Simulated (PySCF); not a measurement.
A structure optimised at B3LYP-D3(BJ)/def2-SVP, used in a PySCF frequency run:

```xyz
10

C      2.7462    -0.2175    -0.1121
C      1.6094    -0.6279    -0.1305
C      0.2410    -1.1403    -0.1365
F     -0.0635    -1.7235    -1.3512
C     -0.8287    -0.0730     0.1418
Cl    -0.7666     1.2468    -1.0543
Cl    -0.6512     0.5272     1.8177
H      3.7542     0.1536    -0.1001
H      0.1314    -1.9122     0.6466
H     -1.8194    -0.5347     0.0604
```
Charge 0, spin multiplicity 1.

Write its SMILES and formula.

C#C[C@H](F)C(Cl)Cl, C₄H₃Cl₂F

What are its rotational constants (standard atomic weights)?

1.8802, 1.4458, 1.1829 GHz
